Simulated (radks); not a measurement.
Q: All-electron atom: Cd II in [Kr] 4d10 5s1 (the NIST ground configuration). Method: Dirac Kohn-Sham, PBEsol, spin-unpolarised, spherical densities, finite nucleus; Fermi nuclear charge, rms radius 4.6087 fm; computed with a radial shooting solver on a logarithmic mesh with Libxc functionals.

Spin-orbit splittings of the eigenvalues, e(l+1/2) - e(l-1/2), with zeta = 2 splitting/(2l+1) and mean radii in bohr:

| shell | occ. | splitting (eV) | zeta (eV) | <r> j=l-1/2 | <r> j=l+1/2 |
|---|---|---|---|---|---|
| 2p | 6 | 192.3 | 128.2 | 0.1112 | 0.1164 |
| 3p | 6 | 34.34 | 22.89 | 0.3496 | 0.3606 |
| 3d | 10 | 6.981 | 2.793 | 0.3328 | 0.3363 |
| 4p | 6 | ? | ? | 0.9393 | 0.9705 |
| 4d | 10 | 0.7066 | 0.2826 | 1.262 | 1.281 |

Estimate the 4p splitting.

A: 5.843 eV (zeta = 3.895 eV).
